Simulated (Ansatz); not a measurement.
One change: `N[Si](F)(F)[Te][InH2]` becomes `CN[Si](N)(F)F`.

Ansatz, PBE0-D4/def2-TZVP geometries, multiplicity 1. Each molecule was computed in one conformer, which needn't be the lowest.

Elements past krypton have def2 core potentials.

```
                                        property  `N[Si](F)(F)[Te][InH2]`
              HOMO energy (PBE0/def2-TZVPP) / eV                    -6.48
             LUMO energy (B3LYP/def2-TZVPP) / eV                    -1.27
            HOMO–LUMO gap (PBE0/def2-TZVPP) / eV                     5.44
           HOMO–LUMO gap (B3LYP/def2-TZVPP) / eV                     4.98
               HOMO energy (PBE/def2-TZVPP) / eV                    -5.47
size of the dipole moment (B3LYP/def2-TZVPP) / D                     3.13
```

Task: Give the same properties after the change, and the shifts. (An estimate is asked.)

Result: Computed: 
```tsv
property	`CN[Si](N)(F)F`	shift
HOMO energy (PBE0/def2-TZVPP) / eV	-7.31	-0.83
LUMO energy (B3LYP/def2-TZVPP) / eV	0.42	1.69
HOMO–LUMO gap (PBE0/def2-TZVPP) / eV	8.10	2.66
HOMO–LUMO gap (B3LYP/def2-TZVPP) / eV	7.49	2.51
HOMO energy (PBE/def2-TZVPP) / eV	-5.86	-0.39
size of the dipole moment (B3LYP/def2-TZVPP) / D	2.59	-0.54
```

With PBE0 the HOMO falls by 0.83 eV and the LUMO rises by 1.83 eV, so the gap widens by about 2.66 eV. PBE moves the HOMO by -0.39 eV and ωB97M-V by -1.17 eV. Dipoles are sizes alone; their direction can turn.

B3LYP here is the variant with VWN-RPA as its local correlation; programs differ in this.

Spin–orbit coupling is left out; it splits and shifts lone-pair levels of the heavy atoms by tenths of an eV.
